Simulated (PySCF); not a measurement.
C₃H₅NO₂. Atoms are numbered in the order given.

```xyz
11

C      1.3267    -0.1046     0.2177
N      0.8995     1.0902     0.0633
C     -0.4925     1.2639    -0.2426
O     -1.1776     0.0539    -0.6055
C     -0.8258    -0.9667     0.2663
O      0.5873    -1.2466     0.2248
H      2.3999    -0.3222     0.3733
H     -0.5984     1.9316    -1.1229
H     -1.0027     1.7576     0.6220
H     -1.3413    -1.8942    -0.0459
H     -1.0814    -0.7182     1.3275
```

Geometry: PBE-D3(BJ)/def2-SVP. Other conformers were not sampled.

Calculation: PBE-D3(BJ)/def2-SVP run with PySCF 2.14.0.

Frequencies are harmonic and unscaled.

```tsv
mode	ν (cm⁻¹)	IR (km/mol)	moving atoms (share of kinetic energy)
1	185	5.4	H 33 %, O 30 %, C 20 %, N 17 %
2	320	3.4	H 37 %, O 31 %, C 27 %
3	471	17.1	H 40 %, C 29 %, N 17 %, O 14 %
4	547	7.7	O 45 %, N 25 %, C 24 %
5	577	12.5	O 57 %, C 26 %, N 10 %
6	832	17.6	O 46 %, N 26 %, C 20 %
7	903	25.2	C 45 %, H 36 %, O 11 %
8	909	15.9	C 44 %, H 32 %, O 15 %, N 9 %
9	935	39.0	C 50 %, O 24 %, H 16 %, N 10 %
10	1002	18.3	C 71 %, H 19 %
11	1025	9.4	H 46 %, C 41 %
12	1057	45.9	C 42 %, H 31 %, O 22 %
13	1130	24.2	H 47 %, C 39 %, O 11 %
14	1190	254.6	O 41 %, C 32 %, H 24 %
15	1208	34.9	H 87 %
16	1268	3.0	H 88 %, O 9 %
17	1330	27.6	H 77 %, C 13 %, O 10 %
18	1349	10.8	H 79 %, N 10 %, C 9 %
19	1388	6.8	H 78 %, C 15 %
20	1409	2.2	H 92 %
21	1442	3.9	H 89 %, C 11 %
22	1701	194.4	C 53 %, N 41 %
23	2893	55.6	H 94 %
24	2906	79.6	H 93 %
25	3022	19.6	H 91 %, C 9 %
26	3073	21.1	H 91 %, C 9 %
27	3090	16.8	H 91 %, C 9 %
```
